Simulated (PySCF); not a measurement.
**Shieldings and the share of exact exchange**

Molecule: `[BH2-](CNB)[PH3+]`, CH10B2NP.

Geometry (Å), atoms numbered from 1 in this order:
```xyz
15

B    -1.997    1.497    0.274
N    -1.523    0.240   -0.059
C    -0.862   -0.183   -1.287
B     0.674   -0.640   -1.073
P     1.635    0.852   -0.267
H    -2.478    1.676    1.371
H    -1.902    2.397   -0.535
H    -1.581   -0.502    0.633
H    -1.413   -1.033   -1.730
H    -0.953    0.641   -2.013
H     1.310   -0.839   -2.101
H     0.842   -1.527   -0.242
H     3.034    0.684   -0.136
H     1.588    2.107   -0.925
H     1.302    1.253    1.049
```

GIAO shieldings (ppm, equivalent atoms averaged) in PySCF 2.14.0 with density-fitted response routines on the PBE0-D3(BJ)/def2-SVP geometry, basis pcSseg-1, gas phase, non-relativistic:

```csv
functional,exact exchange (%),σ(B1),σ(N2),σ(C3)
BLYP,0,61.2,85.9,127.9
BP86,0,64.3,91.0,133.4
PBE,0,63.7,89.8,133.5
B3LYP,20,63.7,95.1,134.4
PBE0,25,66.9,101.2,141.0
BHandHLYP,50,67.8,108.2,142.4
HF,100,76.9,130.3,154.1
```

**Question.** Fit each shielding as a line in the percentage of exact exchange.

**Answer.** σ(B1) = 62.6 + 0.13 x (rms 1.3 ppm); σ(N2) = 88.8 + 0.41 x (rms 1.8 ppm); σ(C3) = 131.9 + 0.22 x (rms 2.3 ppm). The functionals also differ in their semilocal parts, which the line can't hold; Hartree–Fock has no correlation at all.

**Question.** What does the line predict for mPW1PW91 (25 %), and what does the run give?

**Answer.** σ(B1): 65.8 predicted, 66.9 computed; σ(N2): 99.0 predicted, 101.4 computed; σ(C3): 137.4 predicted, 140.3 computed ppm.
